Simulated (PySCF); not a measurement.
disiloxane (H6OSi2), SMILES [SiH3]O[SiH3].

Geometry: PBE0-D3(BJ)/def2-SVP.

Calculation: PySCF with TDDFT-PBE/def2-SVPD.

Vertical excitations. Isolated molecule, no solvent. State labels are in the subgroup C2v.

```csv
state,symmetry,energy (eV),λ (nm),f,main pairs
S1,B2,6.21,200,0.000,HOMO→LUMO 100 %
S2,A1,6.35,195,0.000,HOMO−1→LUMO 100 %
S3,B2,7.24,171,0.036,HOMO→LUMO+1 99 %
S4,A2,7.36,168,0.000,HOMO−2→LUMO 96 %
S5,B1,7.39,168,0.000,HOMO−3→LUMO 98 %
S6,A1,7.43,167,0.072,HOMO−1→LUMO+1 97 %
S7,A2,7.58,164,0.000,HOMO→LUMO+2 96 %
S8,B2,7.68,162,0.035,HOMO→LUMO+3 97 %
S9,B1,7.72,161,0.008,HOMO−1→LUMO+2 97 %
S10,A1,7.92,157,0.016,HOMO−1→LUMO+3 95 %
T1,B2,5.95,208,0,HOMO→LUMO 100 %
T2,A1,6.09,204,0,HOMO−1→LUMO 99 %
T3,A2,7.04,176,0,HOMO−2→LUMO 90 %
T4,B1,7.07,175,0,HOMO−3→LUMO 93 %
```
Triplets are in the Tamm–Dancoff approximation, which puts them higher than full response would, so one can lie above its singlet here.
